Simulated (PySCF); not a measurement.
**Basis and Hamiltonian dependence of the excitation energy of S**

S [Ne] 3s2 3p4 (3P) → S [Ne] 3s2 3p3 4s1 (5S). All values are computed (PySCF 2.14, energy differences of UHF-based or UKS calculations, no spin-orbit coupling). Values in eV.

```
                                                                  basis       Hamiltonian  functions    UHF  r2SCAN   PBE0  MP2 (valence)  CCSD(T) (valence)  CCSD(T) (valence and next inner shell)
                                                           ANO-RCC-VTZP     spin-free X2C         34  8.739   9.327  9.145          8.891              9.016                                   9.012
                                                         aug-cc-pVTZ-DK     spin-free X2C         50  6.117   6.974  6.849          6.529                n/a                                     n/a
                                                        aug-cc-pV(T+d)Z  non-relativistic         55  6.151   7.004  6.881          6.558              6.682                                     n/a
   aug-cc-pV(T+d)Z with one added diffuse shell each of s, p, d, f type  non-relativistic         71  5.703   6.665  6.543          6.222              6.340                                     n/a
                                                            def2-QZVPPD  non-relativistic         79  5.977   6.869  6.740          6.507              6.637                                   6.637
                                                         aug-cc-pVQZ-DK     spin-free X2C         84  5.932   6.819  6.700          6.473              6.601                                     n/a
                                                             dyall-av3z     spin-free X2C         84  5.902   6.786  6.677          6.360              6.480                                     n/a
                                                        aug-cc-pV(Q+d)Z  non-relativistic         89  5.962   6.848  6.729          6.502              6.631                                     n/a
                                                            dyall-acv3z  non-relativistic        113  5.936   6.816  6.708          6.397              6.520                                     n/a
                                                            dyall-acv3z     spin-free X2C        113  5.907   6.790  6.680          6.371              6.494                                     n/a
aug-cc-pV(Q+d)Z with one added diffuse shell each of s, p, d, f, g type  non-relativistic        114  5.702   6.667  6.543          6.318                n/a                                     n/a
                                                        aug-cc-pCVQZ-DK     spin-free X2C        134  5.930   6.818  6.698          6.476                n/a                                     n/a
                                                          aug-cc-pwCVQZ  non-relativistic        134  5.958   6.845  6.725          6.506                n/a                                     n/a
                                                        aug-cc-pV(5+d)Z  non-relativistic        136  5.917   6.806  6.692          6.513                n/a                                     n/a
```

Frozen in the all-electron rows: valence: [Ne]; valence and next inner shell: 1s2.

At UHF, ANO-RCC-VTZP lies more than 0.3 eV from the median of the rows with comparable relativity. Of these, ANO-RCC-VTZP has no diffuse functions of the l that the added or promoted electron needs.

Reference for a calculation without spin-orbit coupling: 6.500 eV (measured, between term centres; NIST).
